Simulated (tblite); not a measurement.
Parent: `[SiH3:1][CH2:2][O:3][CH:4]1[CH2:5][SiH2:6][CH2:7]1` with Si1–C2–O3–C4 176°, C2–O3–C4–C5 -175°, O3–C4–C5–Si6 -135°, C4–C5–Si6–C7 10°, C5–Si6–C7–C4 -10°, O3–C4–C7–Si6 132°, C4H12OSi2.

Computed geometry: GFN2-xTB, gas phase. One conformer each, not checked by frequencies here.

```json
{"coordinate of the parent": "Si1–C2", "value": "1.902 Å"}
{"coordinate of the parent": "C2–O3", "value": "1.413 Å"}
{"coordinate of the parent": "O3–C4", "value": "1.405 Å"}
{"coordinate of the parent": "C4–C5", "value": "1.539 Å"}
{"coordinate of the parent": "C5–Si6", "value": "1.908 Å"}
{"coordinate of the parent": "Si6–C7", "value": "1.908 Å"}
{"coordinate of the parent": "C4–C7", "value": "1.549 Å"}
{"coordinate of the parent": "Si1–C2–O3", "value": "104.9°"}
{"coordinate of the parent": "C2–O3–C4", "value": "114.5°"}
{"coordinate of the parent": "O3–C4–C5", "value": "110.8°"}
{"coordinate of the parent": "O3–C4–C7", "value": "115.5°"}
{"coordinate of the parent": "C5–C4–C7", "value": "99.8°"}
{"coordinate of the parent": "C4–C5–Si6", "value": "90.8°"}
{"coordinate of the parent": "C5–Si6–C7", "value": "76.5°"}
{"coordinate of the parent": "C4–C7–Si6", "value": "90.5°"}
```

How does the shared frame change in `[F:1][CH:2]([F:3])[C:4]1([O:5][CH2:6][SiH3:7])[CH2:8][SiH2:9][CH2:10]1` with F1–C2–C4–O5 166°, C2–C4–O5–C6 64°, C4–O5–C6–Si7 158°, C2–C4–C8–Si9 101°, C4–C8–Si9–C10 11°, C8–Si9–C10–C4 -11°, C2–C4–C10–Si9 -102°, C5H12F2OSi2? Atoms pair as Si1 = Si7, C2 = C6, O3 = O5, C4 = C4, C5 = C10, Si6 = Si9, C7 = C8 (parent first).

```json
{"parent": "Si1–C2", "relative": "Si7–C6", "value in the relative": "1.904 Å", "change": "+0.002"}
{"parent": "C2–O3", "relative": "C6–O5", "value in the relative": "1.425 Å", "change": "+0.012"}
{"parent": "O3–C4", "relative": "O5–C4", "value in the relative": "1.407 Å", "change": "+0.002"}
{"parent": "C4–C5", "relative": "C4–C10", "value in the relative": "1.541 Å", "change": "+0.002"}
{"parent": "C5–Si6", "relative": "C10–Si9", "value in the relative": "1.911 Å", "change": "+0.003"}
{"parent": "Si6–C7", "relative": "Si9–C8", "value in the relative": "1.910 Å", "change": "+0.002"}
{"parent": "C4–C7", "relative": "C4–C8", "value in the relative": "1.547 Å", "change": "-0.002"}
{"parent": "Si1–C2–O3", "relative": "Si7–C6–O5", "value in the relative": "104.0°", "change": "-0.9"}
{"parent": "C2–O3–C4", "relative": "C6–O5–C4", "value in the relative": "117.3°", "change": "+2.8"}
{"parent": "O3–C4–C5", "relative": "O5–C4–C10", "value in the relative": "109.5°", "change": "-1.3"}
{"parent": "O3–C4–C7", "relative": "O5–C4–C8", "value in the relative": "116.2°", "change": "+0.7"}
{"parent": "C5–C4–C7", "relative": "C10–C4–C8", "value in the relative": "99.9°", "change": "+0.1"}
{"parent": "C4–C5–Si6", "relative": "C4–C10–Si9", "value in the relative": "90.6°", "change": "-0.2"}
{"parent": "C5–Si6–C7", "relative": "C10–Si9–C8", "value in the relative": "76.4°", "change": "-0.1"}
{"parent": "C4–C7–Si6", "relative": "C4–C8–Si9", "value in the relative": "90.5°", "change": "0.0"}
```

Of the parent's bonds, C2–O3 changes most (+0.012 Å). Bonds of the relative outside the shared frame: F1–C2 1.358, C2–F3 1.358, C2–C4 1.534 Å. Point group C1 → C1.

How does the shared frame change in `[SiH3:1][CH2:2][O:3][C:4]1([O:5][SiH3:6])[CH2:7][SiH2:8][CH2:9]1` with Si1–C2–O3–C4 163°, C2–O3–C4–O5 -61°, O3–C4–O5–Si6 -54°, O3–C4–C7–Si8 -103°, C4–C7–Si8–C9 -12°, C7–Si8–C9–C4 12°, O3–C4–C9–Si8 97°, C4H14O2Si3? Atoms pair as Si1 = Si1, C2 = C2, O3 = O3, C4 = C4, C5 = C7, Si6 = Si8, C7 = C9 (parent first).

| parent | relative | value in the relative | change |
| --- | --- | --- | --- |
| Si1–C2 | Si1–C2 | 1.901 Å | -0.001 |
| C2–O3 | C2–O3 | 1.423 Å | +0.010 |
| O3–C4 | O3–C4 | 1.403 Å | -0.002 |
| C4–C5 | C4–C7 | 1.544 Å | +0.005 |
| C5–Si6 | C7–Si8 | 1.905 Å | -0.003 |
| Si6–C7 | Si8–C9 | 1.906 Å | -0.002 |
| C4–C7 | C4–C9 | 1.547 Å | -0.002 |
| Si1–C2–O3 | Si1–C2–O3 | 104.5° | -0.4 |
| C2–O3–C4 | C2–O3–C4 | 116.8° | +2.3 |
| O3–C4–C5 | O3–C4–C7 | 106.2° | -4.6 |
| O3–C4–C7 | O3–C4–C9 | 113.6° | -1.9 |
| C5–C4–C7 | C7–C4–C9 | 99.8° | 0.0 |
| C4–C5–Si6 | C4–C7–Si8 | 90.1° | -0.7 |
| C5–Si6–C7 | C7–Si8–C9 | 76.7° | +0.2 |
| C4–C7–Si6 | C4–C9–Si8 | 90.0° | -0.5 |

Of the parent's bonds, C2–O3 changes most (+0.010 Å). Bonds of the relative outside the shared frame: C4–O5 1.390, O5–Si6 1.621 Å. Point group C1 → C1.
